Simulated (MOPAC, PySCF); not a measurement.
C9H10O, SMILES `C=Cc1cccc(OC)c1` (C–C–C–C torsion 0°, C–C–O–C torsion 0°), neutral singlet in the gas phase. 

Cartesian coordinates (Å):
```xyz
20

C      3.7960     0.2637     0.2469
C      2.5861     0.8391     0.2093
C      1.2806     0.1644     0.1119
C      1.1458    -1.2391     0.0413
C     -0.1163    -1.8121    -0.0499
C     -1.2764    -1.0247    -0.0739
C     -1.1531     0.3690    -0.0044
O     -2.1992     1.2339    -0.0191
C     -3.5061     0.7197    -0.1182
C      0.1219     0.9493     0.0877
H      3.9331    -0.8202     0.2059
H      4.7023     0.8693     0.3203
H      2.5315     1.9326     0.2551
H      2.0300    -1.8776     0.0579
H     -0.2144    -2.8992    -0.1041
H     -2.2519    -1.5042    -0.1457
H     -3.6530     0.1482    -1.0526
H     -3.7572     0.0668     0.7375
H     -4.1846     1.5831    -0.1182
H      0.1852     2.0381     0.1403
```
Charge 0, spin multiplicity 1.

All levels are single points at this geometry (B3LYP-D3(BJ)/def2-SVP); Pople sets use spherical d functions. Orbital energies aren't observables, and empty levels follow the basis.

```json
[
 {"level": "B3LYP-D3(BJ)/def2-TZVP in PySCF", "HOMO (eV)": "-6.12", "LUMO (eV)": "-1.19", "gap (eV)": "4.93", "dipole (D)": "1.48", "vertical IE, Delta-SCF (eV)": "7.92"},
 {"level": "PBE-D3(BJ)/def2-TZVP in PySCF", "HOMO (eV)": "-5.33", "LUMO (eV)": "-1.86", "gap (eV)": "3.48", "dipole (D)": "1.53", "vertical IE, Delta-SCF (eV)": "–"},
 {"level": "B3LYP/3-21G in PySCF", "HOMO (eV)": "-5.82", "LUMO (eV)": "-0.69", "gap (eV)": "5.14", "dipole (D)": "1.60", "vertical IE, Delta-SCF (eV)": "–"},
 {"level": "M06-2X/6-31G* in PySCF", "HOMO (eV)": "-7.18", "LUMO (eV)": "0.17", "gap (eV)": "7.35", "dipole (D)": "1.42", "vertical IE, Delta-SCF (eV)": "–"},
 {"level": "PBE/6-31G* in PySCF", "HOMO (eV)": "-5.00", "LUMO (eV)": "-1.43", "gap (eV)": "3.57", "dipole (D)": "1.53", "vertical IE, Delta-SCF (eV)": "–"},
 {"level": "HF/3-21G in PySCF", "HOMO (eV)": "-8.22", "LUMO (eV)": "2.92", "gap (eV)": "11.14", "dipole (D)": "1.59", "vertical IE, Delta-SCF (eV)": "–"},
 {"level": "HF/6-31G* in PySCF", "HOMO (eV)": "-8.06", "LUMO (eV)": "2.96", "gap (eV)": "11.02", "dipole (D)": "1.43", "vertical IE, Delta-SCF (eV)": "–"},
 {"level": "HF/STO-3G in PySCF", "HOMO (eV)": "-6.37", "LUMO (eV)": "6.08", "gap (eV)": "12.45", "dipole (D)": "1.16", "vertical IE, Delta-SCF (eV)": "–"},
 {"level": "PM7 in MOPAC", "HOMO (eV)": "-8.90", "LUMO (eV)": "-0.27", "gap (eV)": "8.63", "dipole (D)": "1.36", "vertical IE, Delta-SCF (eV)": "–"}
]
```
